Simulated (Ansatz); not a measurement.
`[NH2][Hf]([OH])([F])[Cl]` + HBr → `[OH][Hf]([F])([Cl])[Br]` + NH₃ at 298.15 K and 1 bar (ligand exchange at the Hf–N bond).

Calculated with Ansatz (gas phase, PBE0-D4/def2-TZVP geometries, no zero-point term in ΔE). CBS: MP2 limit from def2 TZ/QZ plus the TZ coupled-cluster correction, frozen cores. This one scheme is used for every species. def2 core potentials past Kr. For Br, Hf outer-core shells are correlated without core-valence functions, which leaves a few kJ/mol of doubt a bond. Scalar relativity is left out up to krypton. Each species was taken in one conformer, which may not be the lowest.

```
                   species  CCSD(T)/CBS energy (Eh)  H − E (kJ/mol)  S (J/(mol·K))
`[NH2][Hf]([OH])([F])[Cl]`               -739.42806           130.7          392.1
                       HBr              -2573.91920            24.6          198.6
 `[OH][Hf]([F])([Cl])[Br]`              -3256.87550            67.1          399.2
                       NH₃                -56.50880           100.5          192.4
```

H − E and S are ideal-gas, rigid-rotor, harmonic terms from PBE0-D4/def2-TZVP, for one conformer and one mirror image of each species. 1 Eh = 2625.50 kJ/mol, R = 8.31446 J/(mol·K).

By hand: ΔE, ΔH, ΔS and ΔG.

ΔE = (-3256.87550) + (-56.50880) − (-739.42806) − (-2573.91920) = -0.03704 Eh = -97.2 kJ/mol. Δ(H − E) = 67.1 + 100.5 − 130.7 − 24.6 = 12.3, so ΔH = -84.9 kJ/mol. ΔS = 399.2 + 192.4 − 392.1 − 198.6 = 0.9 J/(mol·K). ΔG = -84.9 − 298.15 × (0.9)/1000 = -85.2 kJ/mol.

By hand: the equilibrium constant, and the temperature at which ΔG would vanish if ΔH and ΔS stayed fixed.

log₁₀ K = −ΔG/(RT ln 10) = 14.9. ΔH and −TΔS have one sign here, so there is no such temperature. One of them is within its doubt of zero, so this could turn.

The number of gas molecules stays the same, so ΔS is small and ΔH decides. A doubt of 5 kJ/mol in ΔE shifts log₁₀ K by 0.9 here. Other conformers and mirror images would add mixing entropy, several J/(mol·K) or more a flexible species. These are equilibria of isolated gas molecules and say nothing of rates. Largest T1 diagnostic: 0.015 (customary marks: 0.02 for closed shells, 0.045 for open ones).
